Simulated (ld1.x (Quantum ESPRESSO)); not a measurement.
## Cs: one change to a TM potential, before and after

| Item | Value |
| --- | --- |
| Element | caesium |
| Generator | ld1.x (Quantum ESPRESSO) 7.5 |
| Type | norm-conserving Troullier–Martins (Kleinman–Bylander form) |
| Functional | BLYP |
| Relativity | fully relativistic |
| Frozen core | [Kr] 4d10 |
| Valence charge | 9 |
| Reference configuration | 5s2 5p6 5d0 6s1 6p0 |
| Partial waves | 5s (bound): rc 2.50 bohr; 5p (bound): rc 3.10 bohr; 5d (bound, empty): rc 4.20 bohr |
| Local potential | all-electron potential smoothed inside 3.80 bohr (lloc = -1) |
| Core correction | none |

Open shells are filled in proportion to 2j + 1 (rel_dist='average').

Occupied shells without a wave of their own: 6s. They enter only through the test configuration that unscreens the potential.

Change: scalar-relativistic.

Cutoffs: the cutoffs (Ry, on a coarse ladder) from which the occupation-weighted sum of valence levels, in a spherical-Bessel basis at the reference potential, stays within 10 and 1 mRy of its value at 400 Ry; they do not see the model core or the augmentation charge, which bear on the density cutoff. Errors are all-electron minus pseudo energies relative to the spin-unpolarised reference configuration.

Question: How do hardness, ghosts and transferability respond?

Answer: The potential gets neither clearly harder nor softer (15 Ry and 30 Ry → 15 Ry and 30 Ry); the s channel sets the loose cutoff, while the largest relative change is in p, which becomes softer; of the 7 tests that both files solve, the error grows in 0 and shrinks in 2 by more than 15 % and 0.3 meV (median size 44.8 → 40.2 meV); neither file shows a bound ghost.

| quantity | base | changed |
| --- | --- | --- |
| cutoff, loose | 15 Ry | 15 Ry |
| cutoff, tight | 30 Ry | 30 Ry |
| loose cutoff by channel (10 mRy a level) | s 12 Ry, p 8 Ry | s 12 Ry, p 6 Ry |
| bound ghosts | none | none |
| error for 5s2 5p6 5d0 6s0 6p0, meV [ΔE 3.88 eV] | -45 | -42 |
| error for 5s2 5p6 5d0 6s0.5 6p0, meV [ΔE 1.46 eV] | -15 | -14 |
| error for 5s2 5p6 5d0 6s0 6p1, meV [ΔE 1.46 eV] | -46 | -44 |
| error for 5s2 5p6 5d1 6s0 6p0, meV [ΔE 1.72 eV] | -22 | -21 |
| error for 5s2 5p5 5d0 6s1 6p0, meV [ΔE 17.66 → 17.62 eV] | +48 | +40 |
| error for 5s2 5p6 5d0.5 6s0.5 6p0, meV [ΔE 0.86 eV] | -11 | -10 |
| error for 5s1 5p6 5d0 6s1 6p0, meV [ΔE 31.44 → 31.47 eV] | +56 | +47 |
| s: phases at 4.53 bohr within 0.05 rad from the reference energy up to (Ry; the scan ends near 5) | n/a | n/a |
